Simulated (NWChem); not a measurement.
SbH2Br; SMILES [SbH2][Br]

```xyz
4

Sb     0.0364    -1.0050     0.0000
H     -1.1703    -1.1440     1.2156
H     -1.1703    -1.1440    -1.2156
Br     0.0139     1.5298     0.0000
```
Atoms are numbered in this order, from 1.

Results from NWChem. Coordinates come from a PBE0/def2-SVP optimisation. def2 effective core potentials on Sb; no spin-orbit coupling.

Question: Predict the results for TPSS/def2-TZVP. Quantities: highest occupied level (eV); orbital gap (eV); dipole (D).

Answer: 
```json
{
  "highest occupied level (eV)": "-6.57",
  "orbital gap (eV)": "3.93",
  "dipole (D)": "2.31"
}
```
